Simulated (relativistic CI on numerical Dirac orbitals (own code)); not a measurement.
## Calculated levels, I L

Calculated at this level of theory: Dirac-Coulomb-Breit CI, separate exchange-only KLI orbitals for each configuration, model QED, unscaled Slater integrals (own radial code, finite nucleus).

Configurations in the expansion (outside the closed core 1s2): 2s², 2s2p, 2p², 2p3s, 2p3p, 2s3s, 2s3p, 2s3d, 2s4s, 2s4p, 2s4d, 2s4f, 3s², 3s3p, 3p². Levels of other configurations are missing.

```csv
No.,Configuration,Term,J,E (Ry),%,Next component (%),Lifetime (s)
1,2s²,¹S,0,0.000,98,2 2p² ¹S,
2,2s2p,³P°,0,7.493,100,,
3,2s2p,³P°,1,9.149,76,24 ¹P°,4.99e-10
4,2p²,³P,0,21.695,71,27 ¹S,2.53e-11
5,2s2p,³P°,2,32.224,100,,6.09e-09
6,2s2p,¹P°,1,36.893,76,24 ³P°,1.68e-12
7,2p²,³P,1,44.345,100,,2.20e-12
8,2p²,¹D,2,45.488,63,37 ³P,2.68e-12
9,2p²,³P,2,69.742,63,37 ¹D,1.29e-12
10,2p²,¹S,0,73.280,71,28 ³P,9.72e-13
11,2s3s,³S,1,381.681,100,,1.35e-14
12,2s3s,¹S,0,383.226,99,1 2p3p ¹S,2.24e-14
13,2s3p,³P°,0,385.351,100,,1.90e-12
14,2s3p,³P°,1,385.419,67,32 ¹P°,9.62e-15
15,2p3s,³P°,1,390.783,50,26 ¹P°,1.26e-14
16,2p3s,³P°,0,391.221,100,,2.24e-14
17,2s3p,³P°,2,392.618,100,,2.01e-12
18,2p3p,³D,1,393.104,57,25 2s3d ³D,2.33e-15
19,2s3p,¹P°,1,393.543,55,22 ³P°,6.16e-15
20,2s3d,³D,2,394.649,82,17 ¹D,2.12e-15
21,2s3d,³D,1,394.763,75,17 2p3p ³D,5.44e-15
22,2p3p,³P,0,395.917,70,29 ¹S,5.81e-15
23,2s3d,³D,3,396.454,100,,2.29e-15
24,2s3d,¹D,2,397.394,81,16 ³D,2.55e-15
25,2p3p,³P,1,401.726,47,30 ³S,7.83e-15
26,2p3p,³D,2,401.883,54,28 ¹D,7.34e-15
27,2p3s,³P°,2,416.350,100,,2.48e-14
28,2p3s,¹P°,1,416.917,68,32 ³P°,1.41e-14
29,2p3p,³P,1,419.596,53,25 ³S,6.34e-15
30,2p3p,³D,2,419.756,45,34 ¹D,6.13e-15
31,2p3p,³D,3,426.057,100,,8.09e-15
32,2p3p,¹P,1,426.100,52,41 ³S,7.53e-15
33,2p3p,³P,2,427.647,63,37 ¹D,6.89e-15
34,2p3p,¹S,0,429.074,70,30 ³P,6.87e-15
35,2s4s,³S,1,513.014,100,,2.39e-14
36,2s4s,¹S,0,513.580,100,,2.38e-14
37,2s4p,³P°,0,514.437,100,,4.13e-14
38,2s4p,³P°,1,514.480,69,31 ¹P°,1.47e-14
39,2s4p,³P°,2,517.472,100,,5.08e-14
40,2s4p,¹P°,1,517.601,69,31 ³P°,9.23e-15
41,2s4d,³D,1,518.192,100,,5.15e-15
42,2s4d,³D,2,518.303,78,22 ¹D,5.16e-15
43,2s4d,³D,3,519.086,100,,5.46e-15
44,2s4d,¹D,2,519.407,78,22 ³D,5.43e-15
45,2s4f,³F°,2,519.550,100,,1.11e-14
46,2s4f,³F°,3,519.565,66,34 ¹F°,1.12e-14
47,2s4f,³F°,4,519.973,100,,1.13e-14
48,2s4f,¹F°,3,520.042,66,34 ³F°,1.14e-14
```

Energies count from the lowest computed level; ° marks odd parity; lifetimes are radiative, by E1, M1, E2, M2 decay to levels of this space only; some are left blank where a channel outside the calculation adds to the decay or the decay crosses a small, uncertain gap.

The mean weight of the leading LS term, summed over parents, in these 48 levels is 80 %, and that of the leading jj configuration (from the same eigenvectors) 97 %, so jj coupling describes them better and the LS labels are nominal.

At this charge energies of transitions that change n are usually good to better than 1 %, and those within a shell (Δn = 0) to a few per cent.

LS names give the leading component of a level, which can be under half, so a name can repeat, a term be missing and a line seem to break the LS rules.
